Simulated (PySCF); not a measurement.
CH11GeNSi2.
Numbering: `[CH3:1][NH:2][GeH2:3][SiH2:4][SiH3:5]`

Structure used (PBE0-D3(BJ)/def2-SVP), in Å, numbered top down from 1:
```xyz
16
CH11GeNSi2 angstrom
C     -1.8080   -0.5947    0.6501
N     -0.7659   -1.4942    0.2138
Ge     0.0939   -1.1817   -1.3883
Si     1.3168    0.8297   -1.0040
Si     1.9618    0.7432    1.2493
H     -2.0552   -0.7680    1.7109
H     -2.7532   -0.6526    0.0723
H     -1.4555    0.4488    0.5809
H     -1.0022   -2.4696    0.3703
H     -0.8750   -1.0949   -2.5994
H      1.0398   -2.3803   -1.5966
H      2.5191    0.8951   -1.8939
H      0.4802    2.0447   -1.2631
H      2.8964    1.8635    1.5847
H      2.6591   -0.5512    1.5173
H      0.7615    0.8515    2.1324
```

Computed, not measured: PySCF, delta-SCF UKS SCAN, pcX-2 on the ionised atom, pcseg-1 elsewhere, spin-free X2C. Each 1s hole has a ground state of its own, since the core basis sits on the ionised atom alone.

```tsv
ionised atom	basis functions	E(ground) (Eh)	E(ionised) (Eh)
C1	177	-2773.67598	-2762.96655
N2	177	-2773.68960	-2758.83993
Si4	188	-2773.72579	-2705.89467
Si5	188	-2773.72613	-2705.88663
```

What are the 1s binding energies?

E(ionised) − E(ground), at 27.2114 eV a hartree:

```tsv
atom	environment	difference (Eh)	binding energy (eV)
C1	N-methyl carbon	10.70943	291.42
N2	nitrogen bonded to C, Ge and H	14.84967	404.08
Si4	SiH2 silicon	67.83112	1845.78
Si5	SiH3 silicon	67.83950	1846.01
```

How much do the ground-state energies differ, and what would follow from using one of them for all holes?

They run from -2773.7261 Eh (core basis on Si5) to -2773.6760 Eh (on C1), 0.0501 Eh or 1.36 eV apart, though the state is the same; only basis and grid differ. Pairing the ion of C1 with the ground state of Si5 would put its binding energy 1.36 eV too high.

Only 1s holes are shown. The structure is a single PBE0-D3(BJ)/def2-SVP conformer in the gas phase; no vibrational or solvent corrections.

On Arm Neoverse V1, one thread, on a shared host, this took 79 s.
